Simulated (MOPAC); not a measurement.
MOPAC input (AM1):

```
AM1 1SCF UHF MS=0.5 GEO-OK AUX(PRECISION=9) THREADS=1
H4BO2Si

O    -1.40624800 1   -0.90498400 1    0.18951500 1
B    -0.50228900 1    0.10911800 1    0.10194900 1
O    -0.95321800 1    1.39468400 1    0.25858300 1
Si    1.40401100 1   -0.35401200 1   -0.33604200 1
H    -2.30303900 1   -0.59219100 1    0.36881800 1
H    -0.27625400 1    2.07435600 1    0.20327700 1
H     1.90568000 1   -1.68879000 1    0.06221600 1
H     2.40462800 1    0.69960600 1   -0.02425400 1
```

From the output:

```
                                                       MOPAC v23.2.5 Linux

          FINAL HEAT OF FORMATION =       -127.03716 KCAL/MOL =    -531.52349 KJ/MOL

          COSMO AREA              =        116.07 SQUARE ANGSTROMS
          COSMO VOLUME            =        104.28 CUBIC ANGSTROMS

          IONIZATION POTENTIAL    =          9.088852 EV
          ALPHA SOMO LUMO (EV)    =         -9.089  0.427
          BETA  SOMO LUMO (EV)    =        -10.937 -1.141
          NO. OF ALPHA ELECTRONS  =         12
          NO. OF BETA  ELECTRONS  =         11
          MOLECULAR WEIGHT        =         74.9259         POINT GROUP:  C1

          MOLECULAR DIMENSIONS (Angstroms)

            Atom       Atom       Distance
            H     8    H     5     4.89749
            H     7    H     6     4.20670
            H     6   Si     4     0.42486

          SCF CALCULATIONS        =          1

   ATOM   CHEMICAL          X               Y               Z
  NUMBER   SYMBOL      (ANGSTROMS)     (ANGSTROMS)     (ANGSTROMS)

     1       O         -1.40624800  *  -0.90498400  *   0.18951500  *
     2       B         -0.50228900  *   0.10911800  *   0.10194900  *
     3       O         -0.95321800  *   1.39468400  *   0.25858300  *
     4      Si          1.40401100  *  -0.35401200  *  -0.33604200  *
     5       H         -2.30303900  *  -0.59219100  *   0.36881800  *
     6       H         -0.27625400  *   2.07435600  *   0.20327700  *
     7       H          1.90568000  *  -1.68879000  *   0.06221600  *
     8       H          2.40462800  *   0.69960600  *  -0.02425400  *

                             CARTESIAN COORDINATES

   1    O       -1.406248000    -0.904984000     0.189515000
   2    B       -0.502289000     0.109118000     0.101949000
   3    O       -0.953218000     1.394684000     0.258583000
   4   Si        1.404011000    -0.354012000    -0.336042000
   5    H       -2.303039000    -0.592191000     0.368818000
   6    H       -0.276254000     2.074356000     0.203277000
   7    H        1.905680000    -1.688790000     0.062216000
   8    H        2.404628000     0.699606000    -0.024254000

           Empirical Formula: H4 O2 B Si  =     8 atoms

      MOLECULAR POINT GROUP   :   C1

          ALPHA EIGENVALUES
 -38.04357 -36.49266 -21.75593 -19.25063 -16.65072 -14.75696 -14.60817 -14.29807
 -12.41452 -12.30239 -11.07688  -9.08885   0.42718   1.43903   1.66095   2.74354
   3.71091   4.58804   6.80970   7.57949

           BETA EIGENVALUES
 -38.04411 -36.48825 -21.77197 -19.24693 -16.59656 -14.64548 -14.35704 -14.18190
 -12.34013 -12.28267 -10.93683  -1.14141   0.77978   1.66926   2.03069   2.74522
   3.72163   4.55361   6.81250   7.51592

              NET ATOMIC CHARGES AND DIPOLE CONTRIBUTIONS

  ATOM NO.   TYPE          CHARGE      No. of ELECS.   s-Pop       p-Pop
    1          O          -0.290509        6.2905     1.84561     4.44490
    2          B           0.004438        2.9956     1.24127     1.75429
    3          O          -0.357837        6.3578     1.83368     4.52415
    4         Si           0.469599        3.5304     0.95769     2.57271
    5          H           0.214935        0.7851     0.78506
    6          H           0.239049        0.7610     0.76095
    7          H          -0.129505        1.1295     1.12950
    8          H          -0.150169        1.1502     1.15017
 DIPOLE           X         Y         Z       TOTAL
 POINT-CHG.     1.142     0.386    -0.872     1.488
 HYBRID        -0.404     0.769     0.751     1.148
 SUM            0.739     1.154    -0.121     1.376

          ATOMIC ORBITAL ELECTRON POPULATIONS

     Atom    s        px        py        pz
    1  O   1.84561   1.22594   1.42507   1.79388
    2  B   1.24127   0.74998   0.62999   0.37432
    3  O   1.83368   1.45088   1.25022   1.82305
    4 Si   0.95769   0.80286   0.85516   0.91468
    5  H   0.78506
    6  H   0.76095
    7  H   1.12950
    8  H   1.15017

                    (SZ)    =    0.500000
                    (S**2)  =    0.769928

          ATOMIC ORBITAL SPIN POPULATIONS

    Atom   Total    s     px     py     pz
         Atomic
    1  O  0.0054 -0.000 -0.000 -0.004  0.010
    2  B -0.0667 -0.031 -0.027 -0.001 -0.007
    3  O -0.0027  0.001 -0.005 -0.004  0.006
    4 Si  1.2109  0.215  0.077  0.076  0.843
    5  H -0.0031 -0.003
    6  H  0.0004  0.000
    7  H -0.0733 -0.073
    8  H -0.0711 -0.071

 **********************
 *                    *
 * JOB ENDED NORMALLY *
 *                    *
 **********************

 == MOPAC DONE ==
```

The geometry given is a B3LYP-D3(BJ)/def2-TZVP minimum.
